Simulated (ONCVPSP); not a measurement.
## cerium: variants of one ONCV potential

Base potential:

ONCVPSP 4.0.1 input, shortened (lines: element, Z, core and valence counts, functional; n l f; lmax; l rc ep ncon nbas qcut; lloc lpopt rc5 dvloc0; l nproj debl; icmod fcfact rcfact), Wu-Cohen, fully relativistic:

```
  Ce 58.00    9    6  -118130      upf
    1    0    2.00
    2    0    2.00
    2    1    6.00
    3    0    2.00
    3    1    6.00
    3    2   10.00
    4    0    2.00
    4    1    6.00
    4    2   10.00
    4    3    1.00
    5    0    2.00
    5    1    6.00
    5    2    1.00
    6    0    1.50
    6    1    0.50
    3
    0    2.00    0.00    4    7    4.60
    1    2.65    0.00    4    9    4.10
    2    3.15    0.00    4    8    4.30
    3    1.30    0.00    3    8   15.60
    4    5    1.10    0.00
    0    2    1.20
    1    2    2.40
    2    2    1.00
    3    2    1.90
    1    0.25    0.00
```

Open shells are filled in proportion to 2j + 1.

All-electron outer shells of the reference configuration (Wu-Cohen, scalar-relativistic, ld1.x):

```csv
shell,level (eV),outermost node (bohr),outermost maximum (bohr)
4p,-211.50,0.33,0.62
4d,-111.01,0.31,0.66
5s,-41.19,0.75,1.37
5p,-23.78,0.81,1.55
4f,-5.99,–,0.71
6s,-4.10,1.81,3.72
5d,-3.53,0.92,2.15
6p,-1.60,2.15,4.84
```

Cutoffs, loose and tight: the cutoffs (Ha) at which the residual kinetic energy of the hardest occupied pseudo-wave falls to 1 and 0.1 mHa per electron. They do not see the model core or the augmentation charge, which bear on the density cutoff. Test errors are all-electron minus pseudo excitation energies from the reference, over the configurations 4f1 5s2 5p6 5d1 6s2 6p0; 4f1 5s2 5p6 5d1 6s1 6p0; 4f1 5s2 5p6 5d1 6s0 6p0; 4f1 5s2 5p6 5d1 6s1 6p1. A dash means not determined; rows that change the core or the reference have their own tests.

A true bound ghost makes a file unfit for plane-wave use even where its test errors are small: the radial tests pick states by their node count and pass the ghost by.

```
    change    outcome  cutoff, loose  cutoff, tight  bound ghosts  GHOST(+) flags above zero  largest test error (meV)
      base  generated          85 Ha          95 Ha             s                 p3/2, p1/2                      -0.9
d: rc 2.24  generated          85 Ha          95 Ha             s           p3/2, d5/2, p1/2                      -0.9
d: rc 2.64  generated          85 Ha          95 Ha             s                 p3/2, p1/2                      -0.9
d: rc 3.02  generated          85 Ha          95 Ha             s                 p3/2, p1/2                      -0.9
d: rc 3.42  generated          85 Ha          95 Ha             s     p3/2, d5/2, p1/2, d3/2                      -0.9
d: rc 4.14  generated          85 Ha          95 Ha             s     p3/2, d5/2, p1/2, d3/2                      -2.3
d: rc 4.52  generated          85 Ha          95 Ha             s     p3/2, d5/2, p1/2, d3/2                      -4.2
```

Question: What comes out with this change to the base: d: rc 3.72?

Answer: outcome: generated; cutoff, loose: 85 Ha; cutoff, tight: 95 Ha; bound ghosts: s, d5/2, d3/2; GHOST(+) flags above zero: p3/2, p1/2; largest test error (meV): -1.2.

Reading the sweep of the d radius (base included, trends over the rows without a ghost): Bound ghosts are found at 2.24, 2.64, 3.02, 3.15, 3.42, 3.72, 4.14, 4.52 bohr. Every judged row has one, so this setting neither creates nor removes them.
